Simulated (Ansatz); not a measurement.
Molecule: sum formula SiBr2Cl, charge 0, multiplicity 2. It need not be the lowest isomer of its formula. 
Structure (B3LYP-D3(BJ)/def2-TZVP (Ansatz, a quantum-chemistry and plane-wave program) minimum search):
SMILES: Cl[Si](Br)Br
```xyz
4

Cl    -0.5627     2.2697    -0.1260
Si    -0.0996     0.4023     0.6120
Br     1.9361    -0.1905    -0.0920
Br    -1.6229    -1.0728    -0.0916
```
Charge 0, spin multiplicity 2.

Basis-set convergence of Hartree-Fock and CCSD correlation energies (hartree) with Ansatz. Correlated levels leave the core frozen unless marked. UHF or UKS for open shells. No spin-orbit coupling. Frozen are the shells of the preceding noble gas and the d and f shells that filled before the atom's block. No relativistic terms.

```json
[
 {"basis": "def2-SVP", "functions": "100", "E(HF)": "-5892.50710", "E(corr, CCSD)": "-0.47750"},
 {"basis": "def2-TZVPP", "functions": "180", "E(HF)": "-5893.40468", "E(corr, CCSD)": "-0.64471"},
 {"basis": "def2-QZVPP", "functions": "318", "E(HF)": "-5893.52490", "E(corr, CCSD)": "-0.70487"}
]
```

Extrapolating the two largest sets (X = 3 and 4) as X^-3: E(corr) = (64·(-0.70487) - 27·(-0.64471))/37 = -0.7488 Eh, an estimate of the basis-set limit. The largest set recovers 94.1 % of it, the smallest 63.8 %.
